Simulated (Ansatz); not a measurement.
Ti(NH2)F3 (TiNF3H2). Total charge 0; singlet. Geometry PBE0-D4/def2-SVP, basis def2-TZVP, Ansatz.

| atom | x (Å) | y (Å) | z (Å) |
| --- | --- | --- | --- |
| Ti1 | -0.0665 | 0.6466 | 0.3018 |
| N2 | 0.1333 | -0.9951 | -0.5042 |
| H3 | -0.3079 | -1.2713 | -1.3785 |
| H4 | 0.6700 | -1.7654 | -0.1109 |
| F5 | -0.5182 | 1.7843 | -0.9298 |
| F6 | 1.4199 | 1.0316 | 1.1175 |
| F7 | -1.3306 | 0.5693 | 1.5041 |

```csv
run,HOMO (eV),LUMO (eV)
A,-7.05,-3.34
B,-7.39,-3.28
C,-11.02,0.03
D,-8.57,-2.34
E,-6.96,-3.24
F,-12.15,1.75
```

**Question.** The runs used HF, PBE, PBE0, r2SCAN, revPBE, ωB97X-V. Estimate which is which.

**Answer.** A PBE (0 % exact exchange); B r2SCAN (0 % exact exchange); C ωB97X-V (range-separated); D PBE0 (25 % exact exchange); E revPBE (0 % exact exchange); F HF (100 % exact exchange). Exact exchange lowers occupied and raises empty levels; among semilocal functionals meta-GGAs tend to open the gap a little, and such runs are hard to tell apart. The gap grows from 3.71 eV (PBE) to 13.90 eV (HF).
